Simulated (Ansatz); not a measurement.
`C1N[SiH2]S[SiH2]1` at its PBE0-D4/def2-TZVP geometry, where that method's forces vanish. Total charge 0; spin multiplicity 1.

```xyz
12

C    -0.0888   -0.0332    1.1953
N     1.0830    0.1229    0.3490
Si    1.0636   -0.3789   -1.2943
S    -1.0037   -0.2748   -1.8385
Si   -1.5716    0.4018    0.1099
H    -0.0531    0.6731    2.0319
H    -0.1974   -1.0399    1.6224
H     1.9590    0.2049    0.8413
H     1.9184    0.5212   -2.1104
H     1.5200   -1.7750   -1.5469
H    -1.8115    1.8682    0.1142
H    -2.8180   -0.2905    0.5261
```

Task: What forces (eV/Å) does B3LYP-D4/def2-TZVPP give on these atoms in Ansatz? (Estimate.)

Result: The calculation gave: 
```
C1  -0.200 -0.008  0.269
N2   0.247  0.013 -0.065
Si3  0.297 -0.072 -0.187
S4  -0.106 -0.039 -0.175
Si5 -0.293  0.119  0.129
H6   0.008 -0.060 -0.032
H7   0.014  0.051 -0.006
H8   0.005  0.012  0.000
H9  -0.047 -0.066  0.054
H10 -0.018  0.090  0.019
H11  0.014 -0.094  0.011
H12  0.080  0.052 -0.017
```

B3LYP here is the variant with VWN-RPA as its local correlation; programs differ in this.
